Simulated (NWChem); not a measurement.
All runs are NWChem calculations. System: Ag$_{2}$, charge 0, spin multiplicity 1, at a geometry optimised with B3LYP/def2-SVP with def2 effective core potentials on Ag. The structure started from a generated list of species.

Job file:

```
start mol
memory heap 200 mb stack 700 mb global 1700 mb
geometry units angstroms nocenter noautoz
  Ag     0.000000     0.000000     1.299550
  Ag     0.000000     0.000000    -1.299550
  symmetry group D2h
end
basis spherical
  * library def2-qzvp
end
ecp
  Ag library def2-ecp
end
basis "ri basis" bse spherical
  * library def2-qzvp-rifit
end
dft
  xc xpbe96 cpbe96
  iterations 100
  direct
  tolerances tight
end
task dft energy
gw
  states alpha occ 4 vir 2
end
task dft gw
```

The output up to the point where the run's verdict is printed (cleaned and shortened):

```
             Northwest Computational Chemistry Package (NWChem) 7.3.0
             --------------------------------------------------------

                                NWChem Input Module
                                -------------------

 Scaling coordinates for geometry "geometry" by  1.889725989
 (inverse scale =  0.529177249)

 Turning off AUTOSYM since
 SYMMETRY directive was detected!

                             Geometry "geometry" -> ""
                             -------------------------

 Output coordinates in angstroms (scale by  1.889725989 to convert to a.u.)

  No.       Tag          Charge          X              Y              Z
 ---- ---------------- ---------- -------------- -------------- --------------
    1 Ag                  47.0000     0.00000000     0.00000000     1.29955000
    2 Ag                  47.0000     0.00000000     0.00000000    -1.29955000

 Effective nuclear repulsion energy (a.u.)     449.7528156055

            Nuclear Dipole moment (a.u.)
            ----------------------------
        X                 Y               Z
 ---------------- ---------------- ----------------
     0.0000000000     0.0000000000     0.0000000000

      Symmetry information
      --------------------

 Group name             D2h
 Group number             26
 Group order               8
 No. of unique centers     1

      Symmetry unique atoms

     1


 Summary of "ao basis" -> "" (spherical)
 ------------------------------------------------------------------------------
       Tag                 Description            Shells   Functions and Types
 ---------------- ------------------------------  ------  ---------------------
 *                         def2-qzvp                  on all atoms

 Summary of "ri basis" -> "" (spherical)
 ------------------------------------------------------------------------------
       Tag                 Description            Shells   Functions and Types
 ---------------- ------------------------------  ------  ---------------------
 *                      def2-qzvp-rifit               on all atoms

[...]
     3      0.275115  1 Ag s                 75      0.275115  2 Ag s
     4      0.175229  1 Ag s                 76      0.175229  2 Ag s
     2     -0.137462  1 Ag s                 74     -0.137462  2 Ag s

 Vector   20  Occ=0.000000D+00  E=-1.176127D-01  Symmetry=b1u
              MO Center=  2.8D-17, -4.0D-18,  4.4D-15, r^2= 7.5D+00
   Bfn.  Coefficient  Atom+Function         Bfn.  Coefficient  Atom+Function
  ----- ------------  ---------------      ----- ------------  ---------------
     6      0.356350  1 Ag s                 78     -0.356350  2 Ag s
     7      0.297683  1 Ag s                 79     -0.297683  2 Ag s
     3     -0.248095  1 Ag s                 75      0.248095  2 Ag s
     5      0.245282  1 Ag s                 77     -0.245282  2 Ag s
     4     -0.166615  1 Ag s                 76      0.166615  2 Ag s

 Vector   21  Occ=0.000000D+00  E=-4.011007D-02  Symmetry=b2u
              MO Center=  6.7D-18,  1.0D-16,  1.0D-16, r^2= 9.1D+00
   Bfn.  Coefficient  Atom+Function         Bfn.  Coefficient  Atom+Function
  ----- ------------  ---------------      ----- ------------  ---------------
    18      0.319740  1 Ag py                90      0.319740  2 Ag py
    21      0.234116  1 Ag py                93      0.234116  2 Ag py
    15      0.143497  1 Ag py                87      0.143497  2 Ag py
     9     -0.117147  1 Ag py                81     -0.117147  2 Ag py
    12     -0.061345  1 Ag py                84     -0.061345  2 Ag py

 Vector   22  Occ=0.000000D+00  E=-4.011007D-02  Symmetry=b3u
              MO Center=  1.7D-16,  2.0D-18, -8.8D-17, r^2= 9.1D+00
   Bfn.  Coefficient  Atom+Function         Bfn.  Coefficient  Atom+Function
  ----- ------------  ---------------      ----- ------------  ---------------
    17      0.319740  1 Ag px                89      0.319740  2 Ag px
    20      0.234116  1 Ag px                92      0.234116  2 Ag px
    14      0.143497  1 Ag px                86      0.143497  2 Ag px
     8     -0.117147  1 Ag px                80     -0.117147  2 Ag px
    11     -0.061345  1 Ag px                83     -0.061345  2 Ag px

 center of mass
 --------------
 x =   0.00000000 y =   0.00000000 z =   0.00000000

 moments of inertia (a.u.)
 ------------------
        1289.472361242184           0.000000000000           0.000000000000
           0.000000000000        1289.472361242184           0.000000000000
           0.000000000000           0.000000000000           0.000000000000

     Multipole analysis of the density
     ---------------------------------

     L   x y z        total         alpha         beta         nuclear
     -   - - -        -----         -----         ----         -------
     0   0 0 0     -0.000000    -19.000000    -19.000000     38.000000

     1   1 0 0      0.000000      0.000000      0.000000      0.000000
     1   0 1 0      0.000000      0.000000      0.000000      0.000000
     1   0 0 1      0.000000      0.000000      0.000000      0.000000

     2   2 0 0    -30.294917    -15.147459    -15.147459      0.000000
     2   1 1 0      0.000000      0.000000      0.000000      0.000000
     2   1 0 1     -0.000000     -0.000000     -0.000000      0.000000
     2   0 2 0    -30.294917    -15.147459    -15.147459      0.000000
     2   0 1 1     -0.000000     -0.000000     -0.000000      0.000000
     2   0 0 2    -24.794937   -126.984973   -126.984973    229.175008

 Task  times  cpu:       78.3s     wall:       78.3s

                                NWChem Input Module
                                -------------------

                                 NWChem GW Module
                                 ----------------

                             ***********************
                             ***        GW       ***
                             ***********************

  bas_tag_lib: failed to locate basis ag_def2-qzvp-rifit in file libraries.bse/
```

The program stopped with an error. NWChem stopped with the message: bas_tag_lib: no such basis available.
